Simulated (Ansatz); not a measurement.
Basis-set series for `[OH][InH][F]`. Charge 0, multiplicity 1. In: def2 effective core potential. Geometry: relaxed with PBE0-D4/def2-TZVP. It is a higher conformer; a search finds a lower one.

```xyz
5

O     0.176   -1.114   -0.909
In   -0.098    0.428    0.281
F    -1.209    1.687   -0.698
H     0.717   -1.806   -0.523
H     0.415    0.805    1.848
```

```json
{"functional": "PBE0-D4", "basis": "def2-TZVPP", "functions": "140", "energy (Eh)": "-366.34392", "HOMO (eV)": "-8.90", "LUMO (eV)": "-1.41"}
{"functional": "PBE0-D4", "basis": "def2-QZVPP", "functions": "256", "energy (Eh)": "-366.35702", "HOMO (eV)": "-8.97", "LUMO (eV)": "-1.50"}
{"functional": "ωB97M-V", "basis": "def2-TZVPP", "functions": "140", "energy (Eh)": "-366.41942", "HOMO (eV)": "-11.33", "LUMO (eV)": "0.05"}
{"functional": "ωB97M-V", "basis": "def2-QZVPP", "functions": "256", "energy (Eh)": "-366.43210", "HOMO (eV)": "-11.39", "LUMO (eV)": "-0.06"}
```

**Question.** Give the rows for def2-SVP. (Best estimate.)

**Answer.** Computed: 
```json
{"functional": "PBE0-D4", "basis": "def2-SVP", "functions": "64", "energy (Eh)": "-366.10261", "HOMO (eV)": "-8.61", "LUMO (eV)": "-1.21"}
{"functional": "ωB97M-V", "basis": "def2-SVP", "functions": "64", "energy (Eh)": "-366.17196", "HOMO (eV)": "-11.06", "LUMO (eV)": "0.40"}
```

Positive LUMOs are unbound and depend on the basis.
